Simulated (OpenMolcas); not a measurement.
Ca⁺: effect of the active space

```json
{"Program": "OpenMolcas 26.06", "Method": "CASSCF", "Basis": "ANO-RCC-VQZP", "Scalar Hamiltonian": "DKH2, point nucleus", "Spin-orbit coupling": "state interaction with AMFI integrals over the reference wave functions, term energies averaged over their components"}
```

A. 1 electron in 4 orbitals (4s 4p); 2S+1 = 2 even, 1 root; 2S+1 = 2 odd, 3 roots; cost about 11 core-seconds
B. 1 electron in 9 orbitals (3d 4s 4p); 2S+1 = 2 even, 6 roots; 2S+1 = 2 odd, 3 roots; cost roughly 14 core-seconds

Energies in cm⁻¹ above 4s ²S_1/2, the measured ground level; measured values from NIST Handbook of Basic Atomic Spectroscopic Data.

```csv
Level,A,B,Measured
4s ²S_1/2,0.0,0.0,0.0
4p ²P°_1/2,23556,23200,25192
4p ²P°_3/2,23716,23359,25414
```

Deviations, from unrounded energies. A percentage is the sum of absolute deviations over the sum of measured energies, with the sign that they share, or ± where signs differ.

| Against measurement | Levels | A | B |
| --- | --- | --- | --- |
| mean absolute deviation (cm-1) | 2 | 1700 | 2000 |
| other configurations (%) | 2 | -6.6 | -8.0 |

A lies closest to measurement on these levels. The largest miss of A in the table is 4p ²P°_3/2, by -1700 cm-1. The ranking rests on the paired levels alone, and a cruder setting can come out closer through cancelling errors.

Between A and B the level of the table that moves most is 4p ²P°_1/2, by 360 cm-1 (lowest in B, highest in A).

ANO sets are built for ground and valence states and can reach diffuse excited orbitals poorly. With one active electron the reference holds no correlation, so core polarisation is missing. Measured partners are found by configuration, term and J. A level has none where our copy of the source lacks it or the pairing is in doubt (some pairs that miss far off the trend of their configuration count as doubtful), and it then counts in no deviation. Only configurations of the active space appear. The table leaves out levels that lie high or whose names do not pair safely across all columns.

° marks odd parity.
